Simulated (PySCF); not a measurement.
**Dy(CH3)2 at several levels of theory**

Computed with PySCF 2.14.0 (density fitting, no spin-orbit coupling) at the geometry relaxed with PBE0:

```xyz
9
Dy(CH3)2 (singlet in the valence; each metal's 4f electrons, 10 of them, lie in its core potential, out of spins and levels)
Dy    0.0000    0.0000   -0.5738
C     2.0813    0.0000    0.8466
H     3.0585    0.0000    0.3255
H     2.0897    0.8822    1.5176
H     2.0897   -0.8822    1.5176
C    -2.0813    0.0000    0.8466
H    -3.0585    0.0000    0.3255
H    -2.0897   -0.8822    1.5176
H    -2.0897    0.8822    1.5176
```

```tsv
level	basis	state	HOMO (eV)	gap (eV)	charge on Dy1 (e)	population of f-type functions on Dy1 (polarisation alone where 4f lies in the core)	dipole about the centre of mass (D)	largest force component (eV/Å)
PBE0	Dy lcecp-0-SVP with ECP56, C def2-SVP, H def2-SVP	singlet	–	–	0.77	0.01	5.97	0.01
BP86	the same	singlet	–	–	0.63	0.01	5.25	0.23
HF	the same	singlet	–	–	1.05	0.01	7.29	0.59
```

In the lcecp rows the 4f levels are missing from HOMO and gap, and the state counts the valence alone.

Charges are Mulliken's, which hang on the basis. The relaxation used the grid (50, 194), these runs (75, 302) or, all-electron (x2c bases, spin-free X2C Hamiltonian), (99, 590).

Q: What does PBE0 with Dy lcecp-0-TZVP with ECP56, C def2-TZVP, H def2-TZVP give here?

A: state singlet, charge on Dy1 (e) 1.20, population of f-type functions on Dy1 (polarisation alone where 4f lies in the core) 0.01, dipole about the centre of mass (D) 6.30, largest force component (eV/Å) 0.25. Time: 9.9 s on 2 threads of Arm Neoverse V2 (shared host), from free ions and atoms.

A frequency check found unstable modes (2, the lowest at -16 cm⁻¹), so the relaxed geometry is a saddle point, or these are noise. An lcecp potential fixes the number of 4f electrons, so in runs with it no electron can move into or out of that shell; real Dy(II) is rare or takes another configuration.
